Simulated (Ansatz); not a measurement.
`[NH2][Ga]([F])[Cl]` + CH₃OH → `C[O][Ga]([NH2])[Cl]` + H–F  (ligand exchange at a Ga–F bond)

Isolated molecules relaxed with PBE0-D4/def2-TZVP in Ansatz; ΔE leaves out vibrations. CCSD(T)/CBS adds triple-zeta CCSD(T) − MP2 to the extrapolated MP2 energy (def2 sets, frozen cores). This one scheme is used for every species. Functionals use def2-TZVPP. For Ga outer-core shells are correlated without core-valence functions, which leaves a few kJ/mol of doubt a bond. Scalar relativity is left out up to krypton. One conformer a species, not always the lowest.

```tsv
species	ωB97M-V energy (Eh)
`[NH2][Ga]([F])[Cl]`	-2540.89386
CH₃OH	-115.71773
`C[O][Ga]([NH2])[Cl]`	-2556.13882
H–F	-100.46072
```

Task: Work out ΔE.

Result: ΔE = (-2556.13882) + (-100.46072) − (-2540.89386) − (-115.71773) = 0.01205 Eh = +31.6 kJ/mol. CCSD(T)/CBS gives +22.0 kJ/mol.

Largest T1 diagnostic among the species: 0.013.

In def2-TZVPP, CCSD(T) changes the Hartree–Fock value by −19.8 kJ/mol (the triples alone add −2.8 kJ/mol) and MP2 by −23.1 kJ/mol. The D4 term adds −8.9 kJ/mol with B3LYP and −5.0 kJ/mol with PBE0; it sums over pairs of atoms, weighted by their polarisabilities, and B3LYP, whose exchange is more repulsive, gets the larger term.

B3LYP here is the variant with VWN-RPA as its local correlation; programs differ in this.
